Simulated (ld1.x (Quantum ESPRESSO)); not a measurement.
# Pt: excitation energies, all-electron against PAW

| Quantity | Value |
| --- | --- |
| Element | Pt (Z = 78) |
| Generator | ld1.x (Quantum ESPRESSO) 7.5 |
| Type | PAW |
| Functional | PBE |
| Relativity | fully relativistic |
| Frozen core | [Xe] 4f14 |
| Valence charge | 10 |
| Reference configuration | 5d10 6s0 6p0 |
| Partial waves | 6s (bound, empty): rcut 2.30, rcutus 2.55 bohr; 6s channel at 4.9 Ry: rcut 2.30, rcutus 2.55 bohr; 6p (bound, empty): rcut 2.25, rcutus 2.85 bohr; 6p channel at 0.55 Ry: rcut 2.25, rcutus 2.85 bohr; 5d (bound): rcut 1.50, rcutus 1.70 bohr; 5d channel at 0.9 Ry: rcut 1.50, rcutus 1.70 bohr |
| Local potential | all-electron potential smoothed inside 1.55 bohr (lloc = -1) |
| Core correction | Bessel-smoothed model core inside 1.00 bohr |
| Augmentation charge | PSQ, inside the norm-conserving radii |

Open shells are filled in proportion to 2j + 1 (rel_dist='average').

Energies are relative to the spin-unpolarised reference configuration 5d10 6s0 6p0; without spin polarisation the order of configurations can differ from experiment. The frozen-core shift is the all-electron ΔE with the core orbitals held at their reference shape minus the fully relaxed ΔE.

```json
{"valence configuration": "5d9 6s0 6p0", "charge": "+1", "ΔE all-electron (eV)": "9.250", "error AE − PS (meV)": "-12", "frozen-core shift (meV)": "+12"}
{"valence configuration": "5d8 6s0 6p0", "charge": "+2", "ΔE all-electron (eV)": "29.231", "error AE − PS (meV)": "-93", "frozen-core shift (meV)": "+93"}
{"valence configuration": "5d9.5 6s0.5 6p0", "charge": "0", "ΔE all-electron (eV)": "-0.093", "error AE − PS (meV)": "-3.2", "frozen-core shift (meV)": "+3.3"}
{"valence configuration": "5d8 6s1 6p1", "charge": "0", "ΔE all-electron (eV)": "6.562", "error AE − PS (meV)": "-79", "frozen-core shift (meV)": "+80"}
{"valence configuration": "5d7 6s0 6p0", "charge": "+3", "ΔE all-electron (eV)": "61.445", "error AE − PS (meV)": "-341", "frozen-core shift (meV)": "+340"}
```

What are ΔE and the potential's error for 5d8 6s2 6p0?

ΔE = 1.059 eV all-electron; the error (AE − PS) is -77 meV.

What are ΔE and the potential's error for 5d9 6s1 6p0?

ΔE = 0.039 eV all-electron; the error (AE − PS) is -15 meV.

Levels in the configuration 5d8 6s1 6p1:

```tsv
level	all-electron (eV)	pseudo (eV)
5d j=3/2	-10.807	-10.912
5d j=5/2	-9.368	-9.461
6s j=1/2	-7.876	-7.875
6p j=1/2	-2.647	-2.639
6p j=3/2	-1.910	-1.906
```

The ghost test of this file was not conclusive.
